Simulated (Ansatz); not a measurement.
C2H9NSi2 can be A, `C=C[SiH2]N[SiH3]`, or B, `N[Si]1([SiH3])CC1`.

Calculated with Ansatz (gas phase, PBE0-D4/def2-TZVP geometries, no zero-point term in ΔE). CBS: MP2 limit from def2 TZ/QZ plus the TZ coupled-cluster correction, frozen cores. Functionals use def2-TZVPP. One conformer a species, not always the lowest.

Which isomer does CCSD(T)/CBS put lower? Give the gap. (An estimate is asked.)

Computed: A, by 21.9 kcal/mol.

Give E(B) − E(A) in kcal/mol with PBE-D4, HF/def2-TZVPP, PBE0-D4, ωB97M-V, BLYP-D4, CCSD/def2-TZVPP, LDA (SPW92). (Estimate.)

Ansatz gave: PBE-D4 12.3, HF/def2-TZVPP 33.1, PBE0-D4 13.7, ωB97M-V 20.4, BLYP-D4 22.2, CCSD/def2-TZVPP 23.1, LDA (SPW92) 8.5. None reverses the order clearly.

Does the order hold for the free energy at 298.15 K (harmonic terms from PBE0-D4)? (An estimate is asked.)

Ansatz gave: Yes: G(B) − G(A) = +25.0 kcal/mol, for one conformer each. Modes under 60 cm⁻¹, often nearly free rotors, make the harmonic entropy too high.

Largest T1 diagnostic: 0.012.

From BLYP to BHLYP (50 % exact exchange), in def2-TZVPP and without D4, E(B) − E(A) moves by +2.8 kcal/mol. At CCSD(T), def2-SVP lies +2.1 kcal/mol from the extrapolated value and def2-TZVPP +0.1 kcal/mol.
